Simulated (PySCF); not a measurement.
SMILES O[Si](O)(O)O (H₄O₄Si) (CAM-B3LYP/def2-SVP optimised geometry):

```
9

O      1.282    -0.058     0.000
Si    -0.362    -0.058     0.000
O     -0.824    -0.944     1.306
O     -1.083    -0.751    -1.306
O     -0.824     1.520     0.000
H      1.708     0.667    -0.470
H     -0.248    -0.900     2.076
H     -1.201    -1.705    -1.270
H     -1.708     1.705    -0.334
```

Computed with PySCF 2.14.0 with CAM-B3LYP/def2-TZVP.

Task: What are the frontier orbital energies and the dipole moment?

Result: HOMO-2 -11.45 eV, HOMO-1 -10.64 eV, HOMO -10.64 eV, LUMO 1.18 eV, LUMO+1 2.47 eV; dipole moment 0.00 D.

Meta-Löwdin charges at CAM-B3LYP/def2-TZVP: O1 -0.77, Si2 1.63, O3 -0.77, O4 -0.77, O5 -0.77, H6 0.36, H7 0.36, H8 0.36, H9 0.36.
